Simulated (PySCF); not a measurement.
C$_{5}$H$_{12}$Zn, singlet, geometry from GFN2-xTB (such geometries of metal compounds can be far from the true shape), atoms displaced at random by about 0.08 Å a coordinate; TPSS/STO-3G, gradient (PySCF).

Here is a job for PySCF.
```python
from pyscf import gto, scf, dft

mol = gto.M(
    atom='''
Zn    0.563288    0.813254   -0.112374
C     1.455675    2.406001   -0.443535
H     2.518284    2.332926   -0.121026
H     1.130124    3.252898    0.073312
H     1.592541    2.848533   -1.379428
C    -0.718324   -1.010321    0.309006
C    -2.234275   -0.526974    0.236179
C    -0.284217   -1.867562   -0.950098
C    -0.368240   -1.617363    1.447261
H    -2.785258   -1.620307    0.353804
H    -2.467890   -0.290775   -0.815346
H    -2.506504   -0.015582    0.982705
H    -0.568920   -1.644503   -1.915570
H     0.751573   -2.295490   -1.118537
H    -0.955552   -2.844938   -0.797874
H     0.837905   -1.897632    1.504522
H    -0.433177   -0.994191    2.279700
H    -0.753119   -2.498621    1.731074
''',
    basis='sto-3g',
    charge=0,
    spin=0,
    verbose=4,
)

mf = dft.RKS(mol)
mf.xc = 'tpss'
mf.kernel()
g = mf.nuc_grad_method()
grad = g.kernel()
```

Task: What does PySCF print? Leave out banner, timings and long lists.

Result: 
```
PySCF version 2.14.0

[INPUT] verbose = 4
[INPUT] num. atoms = 18
[INPUT] num. electrons = 72
[INPUT] charge = 0
[INPUT] spin (= nelec alpha-beta = 2S) = 0
[INPUT] symmetry False subgroup None
[INPUT] Mole.unit = angstrom
[INPUT] Symbol           X                Y                Z      unit          X                Y                Z       unit  Magmom
[...]
nuclear repulsion = 416.291938401071
number of shells = 35
number of NR pGTOs = 165
number of NR cGTOs = 55
basis = sto-3g
ecp = {}

******** <class 'pyscf.dft.rks.RKS'> ********
method = RKS
initial guess = minao
damping factor = 0
level_shift factor = 0
DIIS = <class 'pyscf.scf.diis.CDIIS'>
diis_start_cycle = 1
diis_space = 8
diis_damp = 0
SCF conv_tol = 1e-09
SCF conv_tol_grad = None
SCF max_cycles = 50
direct_scf = True
direct_scf_tol = 1e-13
XC library pyscf.dft.libxc version 7.1.2
    S. Lehtola, C. Steigemann, M. J. T. Oliveira, and M. A. L. Marques,  SoftwareX 7, 1–5 (2018)
XC functionals = tpss
    J. Tao, J. P. Perdew, V. N. Staroverov, and G. E. Scuseria,  Phys. Rev. Lett. 91, 146401 (2003)
    J. P. Perdew, J. Tao, V. N. Staroverov, and G. E. Scuseria,  J. Chem. Phys. 120, 6898 (2004)
    J. Tao, J. P. Perdew, V. N. Staroverov, and G. E. Scuseria,  Phys. Rev. Lett. 91, 146401 (2003)
    J. P. Perdew, J. Tao, V. N. Staroverov, and G. E. Scuseria,  J. Chem. Phys. 120, 6898 (2004)
radial grids:
    Treutler-Ahlrichs [JCP 102, 346 (1995); DOI:10.1063/1.469408] (M4) radial grids

becke partition: Becke, JCP 88, 2547 (1988); DOI:10.1063/1.454033
pruning grids: <function nwchem_prune>
grids dens level: 3
symmetrized grids: False
atomic radii adjust function: <function treutler_atomic_radii_adjust>
small_rho_cutoff = 0
Set gradient conv threshold to 3.16228e-05
Initial guess from minao.
tot grids = 208928
init E= -1952.27009174404
[...]
cycle= 1 E= -1922.77089328543  delta_E= 29.5  |g|= 5.29  |ddm|= 9.09
[...]
cycle= 2 E= -1909.19758491916  delta_E= 13.6  |g|=  4.2  |ddm|= 16.1
[...]
cycle= 3 E= -1919.84123710569  delta_E= -10.6  |g|= 4.37  |ddm|= 20.8
[...]
cycle= 4 E= -1900.88492641634  delta_E=   19  |g|= 6.45  |ddm|= 15.5
[...]
cycle= 5 E= -1944.57580862832  delta_E= -43.7  |g|= 4.33  |ddm|= 9.91
[...]
cycle= 6 E= -1923.05454220221  delta_E= 21.5  |g|= 6.11  |ddm|= 5.38
[...]
cycle= 7 E= -1922.46903970896  delta_E= 0.586  |g|= 5.78  |ddm|= 0.377
[...]
cycle= 8 E= -1952.63136863337  delta_E= -30.2  |g|= 1.49  |ddm|= 8.98
[...]
cycle= 9 E= -1953.35235779772  delta_E= -0.721  |g|= 1.08  |ddm|= 2.36
[...]
cycle= 10 E= -1948.26161834572  delta_E= 5.09  |g|= 3.04  |ddm|= 5.12
[...]
cycle= 11 E= -1953.28341349656  delta_E= -5.02  |g|= 1.09  |ddm|=  5.2
[...]
cycle= 12 E= -1953.42516805736  delta_E= -0.142  |g|= 0.967  |ddm|= 0.634
[...]
cycle= 13 E= -1950.63339350891  delta_E= 2.79  |g|= 2.26  |ddm|= 4.55
[...]
cycle= 14 E= -1953.50493480305  delta_E= -2.87  |g|= 0.923  |ddm|= 4.53
[...]
cycle= 15 E= -1953.53755863147  delta_E= -0.0326  |g|= 0.896  |ddm|= 0.171
[...]
cycle= 16 E= -1953.23136620824  delta_E= 0.306  |g|= 1.07  |ddm|= 0.761
[...]
cycle= 17 E= -1953.22930032998  delta_E= 0.00207  |g|= 1.07  |ddm|= 0.14
[...]
cycle= 18 E= -1953.20827641758  delta_E= 0.021  |g|= 1.08  |ddm|= 0.16
[...]
cycle= 19 E= -1953.30798459025  delta_E= -0.0997  |g|= 1.04  |ddm|= 0.281
[...]
cycle= 20 E= -1953.32495525615  delta_E= -0.017  |g|= 1.04  |ddm|= 0.0473
[...]
cycle= 21 E= -1953.27715250586  delta_E= 0.0478  |g|= 1.06  |ddm|= 0.164
[...]
cycle= 22 E= -1949.2338613301  delta_E= 4.04  |g|= 2.88  |ddm|= 5.01
[...]
cycle= 23 E= -1953.24355262397  delta_E= -4.01  |g|= 1.09  |ddm|= 5.03
[...]
cycle= 24 E= -1953.40215951306  delta_E= -0.159  |g|= 1.01  |ddm|= 0.45
[...]
cycle= 25 E= -1953.24386531733  delta_E= 0.158  |g|= 1.09  |ddm|= 0.43
[...]
cycle= 26 E= -1953.22275810048  delta_E= 0.0211  |g|= 1.09  |ddm|= 0.135
[...]
cycle= 27 E= -1953.17063572931  delta_E= 0.0521  |g|= 1.11  |ddm|= 0.164
[...]
cycle= 28 E= -1953.45543209872  delta_E= -0.285  |g|= 0.992  |ddm|= 0.675
[...]
cycle= 29 E= -1953.21031038683  delta_E= 0.245  |g|= 1.09  |ddm|= 0.659
[...]
cycle= 30 E= -1953.20494565823  delta_E= 0.00536  |g|=  1.1  |ddm|= 0.161

WARN: HOMO 0.268476797893765 == LUMO 0.268721015270065

cycle= 31 E= -1938.33636929528  delta_E= 14.9  |g|= 7.85  |ddm|= 7.17
[...]
cycle= 32 E= -1948.00674810653  delta_E= -9.67  |g|= 2.96  |ddm|= 4.75
[...]
cycle= 33 E= -1953.1295722131  delta_E= -5.12  |g|= 1.12  |ddm|=  5.5
[...]
cycle= 34 E= -1953.09054018442  delta_E= 0.039  |g|= 1.13  |ddm|= 0.277
[...]
cycle= 35 E= -1953.13412687619  delta_E= -0.0436  |g|= 1.12  |ddm|= 0.278
[...]
cycle= 36 E= -1953.15589269905  delta_E= -0.0218  |g|= 1.11  |ddm|= 0.249
[...]
cycle= 37 E= -1953.26766291039  delta_E= -0.112  |g|= 1.08  |ddm|= 0.453
[...]
cycle= 38 E= -1953.1533276451  delta_E= 0.114  |g|= 1.12  |ddm|= 0.365
[...]
cycle= 39 E= -1953.47410966332  delta_E= -0.321  |g|= 0.964  |ddm|= 0.775
[...]
cycle= 40 E= -1953.27934638246  delta_E= 0.195  |g|=  1.1  |ddm|= 0.562
[...]
cycle= 41 E= -1922.41236983145  delta_E= 30.9  |g|= 4.54  |ddm|= 9.15
[...]
cycle= 42 E= -1952.29339948609  delta_E= -29.9  |g|= 1.51  |ddm|= 9.22
[...]
cycle= 43 E= -1952.56355707965  delta_E= -0.27  |g|= 1.33  |ddm|= 0.658
[...]
cycle= 44 E= -1952.64468828468  delta_E= -0.0811  |g|= 1.27  |ddm|= 0.346
[...]
cycle= 45 E= -1952.73162290642  delta_E= -0.0869  |g|= 1.23  |ddm|= 0.347
[...]
cycle= 46 E= -1952.9249338464  delta_E= -0.193  |g|= 1.18  |ddm|= 0.489
[...]
cycle= 47 E= -1952.70544767904  delta_E= 0.219  |g|= 1.31  |ddm|= 0.59
[...]
cycle= 48 E= -1952.43800989857  delta_E= 0.267  |g|=  1.4  |ddm|= 0.684
[...]
cycle= 49 E= -1952.97940301083  delta_E= -0.541  |g|= 1.19  |ddm|= 1.05
[...]
cycle= 50 E= -1913.31945452799  delta_E= 39.7  |g|= 7.11  |ddm|= 10.3
SCF not converged.
SCF energy = -1913.31945452799

WARN: Ground state RKS not converged

******** <class 'pyscf.grad.rks.Gradients'> for <class 'pyscf.dft.rks.RKS'> ********
unit = Eh/Bohr
grid_response = False
--------------- RKS gradients ---------------
         x                y                z
0 Zn     0.9383425422     1.4646112273    -0.2847484269
1 C    -0.2036395050    -0.2173695830    -0.0282154806
2 H     0.1501812863     0.0171375720     0.0410619268
3 H    -0.0038855452    -0.0022246249     0.0099670192
4 H    -0.0099903126    -0.0253445260     0.0462818001
5 C    -0.1526227875    -0.7767593664     0.4397336917
6 C    -0.2956108335     0.4104583343     0.0657195583
7 C    -0.1120056122    -0.3790513181    -0.2366924410
8 C    -0.2308446987    -0.0953408147    -0.0724641991
9 H    -0.1983254099    -0.4656025642     0.0257946173
10 H     0.0405657391    -0.0149272768     0.1527389366
11 H     0.0545731597    -0.0937318232    -0.1914569645
12 H     0.0428506748     0.0005437833     0.1240537016
13 H    -0.0810265844     0.0543403138     0.0426546368
14 H     0.0399915313     0.0640934429     0.0024536547
15 H    -0.0865344415    -0.0489115560     0.0069998802
16 H     0.0159729601    -0.0784483689    -0.0941739250
17 H     0.0920129556     0.1865232625    -0.0497021736
----------------------------------------------
```

The run did not converge; its last values are not results.
